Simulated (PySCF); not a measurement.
Potential energy of BrCl⁺ along the bond

Set-up: PySCF, scalar-relativistic core potentials, basis sets Br cc-pVDZ-PP with ECP10, Cl cc-pV(D+d)Z. Energies in eV from Br⁺ + Cl in their ground configurations at the same level. State: ²Π (doublet), unpaired electrons π ↑.

```json
{"R (Å)": "1.773", "UHF-SCS-MP2": "-0.555", "r²SCANh": "-1.491"}
{"R (Å)": "1.856", "UHF-SCS-MP2": "-1.493", "r²SCANh": "-2.381"}
{"R (Å)": "1.938", "UHF-SCS-MP2": "-1.995", "r²SCANh": "-2.858"}
{"R (Å)": "2.000", "UHF-SCS-MP2": "-2.156", "r²SCANh": "-3.024"}
{"R (Å)": "2.062", "UHF-SCS-MP2": "-2.177", "r²SCANh": "-3.072"}
{"R (Å)": "2.124", "UHF-SCS-MP2": "-2.099", "r²SCANh": "-3.031"}
{"R (Å)": "2.206", "UHF-SCS-MP2": "-1.900", "r²SCANh": "-2.881"}
{"R (Å)": "2.309", "UHF-SCS-MP2": "-1.470", "r²SCANh": "-2.594"}
{"R (Å)": "2.433", "UHF-SCS-MP2": "-0.951", "r²SCANh": "-2.175"}
{"R (Å)": "2.598", "UHF-SCS-MP2": "-0.532", "r²SCANh": "-1.585"}
```

Question: Put a parabola through the three lowest points of the r²SCANh curve and estimate Re, k and ωe (reduced mass 24.23 u; 1 eV/Å² = 0.16022 mdyn/Å; ωe = 1302.8·√(k/μ) cm⁻¹).

Answer: Through R = 2.0, 2.062, 2.124 Å the second-order coefficient is 11.6 eV/Å², so Re ≈ 2.064 Å, k ≈ 3.71 mdyn/Å and ωe ≈ 510 cm⁻¹. A polynomial fit of higher order to the unrounded r²SCANh energies gives Re = 2.061 Å, k = 3.67 mdyn/Å, ωe = 507 cm⁻¹; anharmonicity and rounding make the difference.

The higher-order fit for each curve: r²SCANh: Re = 2.061 Å, ωe = 507 cm⁻¹, De = 3.07 eV. UHF-SCS-MP2 gives no reliable minimum on this grid.

Correlated steps freeze 9 core orbitals. Correlated levels converge slowly with the basis: in double zeta they bind strong bonds too weakly, by up to about 1 eV, and carry superposition errors of some tenths. Spin–orbit coupling is left out. For an ion De counts to the pair picked by the measured ionisation energies or electron affinities, which need not be the lowest pair at this level. The state was picked by a PBE0 search and need not be the measured ground state.
